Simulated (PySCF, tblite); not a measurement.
Isomers of C7H16Ge. All values are computed: GFN2-xTB (tblite) harmonic vibrations without scaling, gas phase. This tight-binding method is rough: wavenumbers can miss measured ones by several per cent, in bad cases by 10 to 20. Modes of hydrogen on germanium can be 10 to 20 % off. One conformer each.

Electronic energies: PBE0-D3(BJ)/def2-SVP at its own geometries (PySCF, gas phase).

| SMILES | electronic energy, lowest = 0 (kJ/mol) |
| --- | --- |
| CC[C@@H]1CC[C@@H]([GeH3])C1 | 37.6 |
| CCC1C[CH2][GeH2][CH2]C1 | 2.8 |
| CC[C@@H](C)[GeH]1[CH2]C[CH2]1 | 81.9 |
| CC[C@@H]1CC[C@H]([GeH3])C1 | 34.1 |
| CC[C@@H]1CCC[CH2][GeH2]1 | 3.6 |
| CCC[C@H]1CC[CH2][GeH2]1 | 17.0 |
| CC[C@H]1CC[CH2][GeH2][CH2]1 | 0.0 |

**Question.** How do GFN2-xTB zero-point energies change the relative energies?

**Answer.** 
```csv
SMILES,ZPE (kJ/mol),of it from modes above 1550 cm⁻¹,electronic (kJ/mol),"with ZPE, lowest = 0 (kJ/mol)",lowest mode (cm⁻¹),rings
CC[C@H]1CC[CH2][GeH2][CH2]1,547.9,272.3,0.0,0.0,64,1
CCC1C[CH2][GeH2][CH2]C1,547.9,272.2,2.8,2.8,59,1
CC[C@@H]1CCC[CH2][GeH2]1,547.9,271.3,3.6,3.7,65,1
CCC[C@H]1CC[CH2][GeH2]1,546.7,272.0,17.0,15.8,64,1
CC[C@@H]1CC[C@H]([GeH3])C1,542.6,268.3,34.1,28.8,31,1
CC[C@@H]1CC[C@@H]([GeH3])C1,542.5,267.7,37.6,32.2,41,1
CC[C@@H](C)[GeH]1[CH2]C[CH2]1,546.1,278.8,81.9,80.1,35,1
```

The zero-point energies span 5.4 kJ/mol, from `CC[C@@H]1CC[C@@H]([GeH3])C1` to `CCC1C[CH2][GeH2][CH2]C1`. The order is unchanged.

**Question.** And how do the electronic energies of GFN2-xTB itself compare?

**Answer.** `CC[C@H]1CC[CH2][GeH2][CH2]1` 18.3; `CCC1C[CH2][GeH2][CH2]C1` 22.1; `CC[C@@H]1CCC[CH2][GeH2]1` 21.2; `CCC[C@H]1CC[CH2][GeH2]1` 30.4; `CC[C@@H]1CC[C@H]([GeH3])C1` 0.0; `CC[C@@H]1CC[C@@H]([GeH3])C1` 0.4; `CC[C@@H](C)[GeH]1[CH2]C[CH2]1` 123.4 kJ/mol, lowest = 0. Against the energies above, taken from the same isomer `CC[C@H]1CC[CH2][GeH2][CH2]1`, the largest difference is 55.5 kJ/mol. The two levels were optimised apart and needn't hold the same conformer.

**Question.** What do entropy and thermal enthalpy add at 298.15 K and 1 bar (rigid rotor, harmonic oscillator, one conformer each)?

**Answer.** 
```
                       SMILES  point group  symmetry number  S (J/(mol K))  H − H(0) (kJ/mol)  ZPE + H − H(0) − TS (kJ/mol)
  CC[C@H]1CC[CH2][GeH2][CH2]1           C1                1          412.8              29.22                         454.0
      CCC1C[CH2][GeH2][CH2]C1           C1                1          412.3              29.14                         454.2
     CC[C@@H]1CCC[CH2][GeH2]1           C1                1          411.2              29.23                         454.6
      CCC[C@H]1CC[CH2][GeH2]1           C1                1          419.8              29.90                         451.4
   CC[C@@H]1CC[C@H]([GeH3])C1           C1                1          432.0              30.41                         444.2
  CC[C@@H]1CC[C@@H]([GeH3])C1           C1                1          428.1              30.06                         445.0
CC[C@@H](C)[GeH]1[CH2]C[CH2]1           C1                1          444.6              32.61                         446.2
```
